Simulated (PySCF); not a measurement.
C₄H₈OSi, SMILES [C@H]1(OC(C)=C1)[SiH3].

Geometry: B3LYP-D3(BJ)/def2-SVP. The structure was generated by enumeration; whether it is a known compound was not checked.

Calculation: TDA-PBE/def2-SVPD (PySCF).

Vertical excitations. Isolated molecule, no solvent.

Q: Give excitation energies, oscillator strengths and character. (Estimate from the structure and the level; the computed values follow.)

A: 
```json
[
 {"state": "S1", "energy (eV)": "5.19", "λ (nm)": "239", "f": "0.000", "main pairs": "HOMO→LUMO+1 99 %"},
 {"state": "S2", "energy (eV)": "5.48", "λ (nm)": "226", "f": "0.007", "main pairs": "HOMO→LUMO+2 96 %"},
 {"state": "S3", "energy (eV)": "5.60", "λ (nm)": "221", "f": "0.042", "main pairs": "HOMO→LUMO+3 54 %, HOMO→LUMO 31 %"},
 {"state": "S4", "energy (eV)": "5.83", "λ (nm)": "213", "f": "0.007", "main pairs": "HOMO→LUMO+4 55 %, HOMO→LUMO+3 29 %"},
 {"state": "S5", "energy (eV)": "5.94", "λ (nm)": "209", "f": "0.021", "main pairs": "HOMO→LUMO+5 42 %, HOMO→LUMO+4 34 %, HOMO→LUMO 13 %, HOMO→LUMO+3 8 %"},
 {"state": "S6", "energy (eV)": "6.47", "λ (nm)": "192", "f": "0.021", "main pairs": "HOMO→LUMO+6 62 %, HOMO→LUMO+5 18 %"},
 {"state": "S7", "energy (eV)": "6.57", "λ (nm)": "189", "f": "0.044", "main pairs": "HOMO→LUMO+7 50 %, HOMO→LUMO+6 23 %, HOMO→LUMO+5 10 %"},
 {"state": "S8", "energy (eV)": "6.71", "λ (nm)": "185", "f": "0.016", "main pairs": "HOMO→LUMO+8 44 %, HOMO→LUMO+7 36 %, HOMO→LUMO+6 7 %"},
 {"state": "S9", "energy (eV)": "6.91", "λ (nm)": "179", "f": "0.032", "main pairs": "HOMO→LUMO+8 41 %, HOMO−1→LUMO+1 17 %, HOMO−1→LUMO 10 %, HOMO→LUMO+7 8 %"},
 {"state": "S10", "energy (eV)": "7.01", "λ (nm)": "177", "f": "0.060", "main pairs": "HOMO−1→LUMO+1 58 %"},
 {"state": "T1", "energy (eV)": "4.10", "λ (nm)": "302", "f": "0", "main pairs": "HOMO→LUMO 96 %"},
 {"state": "T2", "energy (eV)": "5.12", "λ (nm)": "242", "f": "0", "main pairs": "HOMO→LUMO+1 98 %"},
 {"state": "T3", "energy (eV)": "5.29", "λ (nm)": "234", "f": "0", "main pairs": "HOMO→LUMO+2 95 %"},
 {"state": "T4", "energy (eV)": "5.60", "λ (nm)": "221", "f": "0", "main pairs": "HOMO→LUMO+3 96 %"}
]
```
Triplets are in the Tamm–Dancoff approximation.
